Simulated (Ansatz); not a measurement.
ClGaH₃In, relaxed with RKS PBE0-D4/def2-TZVP in Ansatz 0.2.0 from a PBE-D4/def2-SVP geometry. The force threshold is 0.005 eV/Å; the program also tests the step.

The species carries charge 0 and has multiplicity 1. In takes the def2 core potential. The bonds changed during the relaxation, so this is another structure than the one it started from.

Start:

```xyz
6

Cl    1.333   -0.924   -1.255
In   -0.527   -0.449    0.481
Ga    0.942    1.597   -0.855
H    -1.232   -1.857    1.147
H     0.618    0.810    1.174
H    -1.135    0.823   -0.692
```

**Question.** By how much does the energy fall, and how many steps does the optimiser take? (An estimate is asked.)

**Answer.** Computed: 0.02 eV, in 8 steps, 1 of them rejected.

**Question.** Which bonds change most? (Best estimate.)

**Answer.** Ansatz gave: Cl1–In2 from 2.588 to 2.536 Å; In2–Ga3 from 2.851 to 2.826 Å; In2–H5 from 1.838 to 1.814 Å; In2–H4 from 1.710 to 1.690 Å.

**Question.** Give the relaxed structure. (An estimate is asked.)

**Answer.** Computed: 
```xyz
6

Cl    1.313   -0.917   -1.235
In   -0.507   -0.455    0.470
Ga    0.916    1.604   -0.844
H    -1.232   -1.826    1.139
H     0.619    0.790    1.158
H    -1.109    0.804   -0.689
```
